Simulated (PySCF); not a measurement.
Cl2NbO, neutral, multiplicity 2. Atoms are numbered in the order given.

```xyz
4

Nb     0.0000     0.0000     0.2438
O      0.0000     0.0000     1.9344
Cl     0.0000     2.0922    -0.7491
Cl     0.0000    -2.0922    -0.7491
```
Charge 0, spin multiplicity 2.

Coordinates come from a B3LYP-D3(BJ)/def2-SVP optimisation. The spin state was assumed, not searched. The isomer is the one that the SMILES or the coordinates give; other isomers of the formula were not compared. The def2 effective core potentials stand for the cores of Nb; spin–orbit coupling is left out.

These are PySCF with PBE/def2-TZVPD values and carry that method's errors.

Mulliken values depend strongly on the basis, most of all with diffuse functions as here. ESP charges are fitted to the potential on shells at 1.4 to 2.0 van der Waals radii. Atomic charges (e):

```
atom  ESP fit  Mulliken  Mulliken spin
----  -------  --------  -------------
Nb1         …      1.41           1.13
O2          …     -0.60          -0.04
Cl3         …     -0.40          -0.05
Cl4         …     -0.40          -0.05
```

Some entries are withheld; supply them. (The exact figures need the calculation; the answer reports its results.)


- Nb1, ESP fit: 0.64
- O2, ESP fit: -0.31
- Cl3, ESP fit: -0.16
- Cl4, ESP fit: -0.16
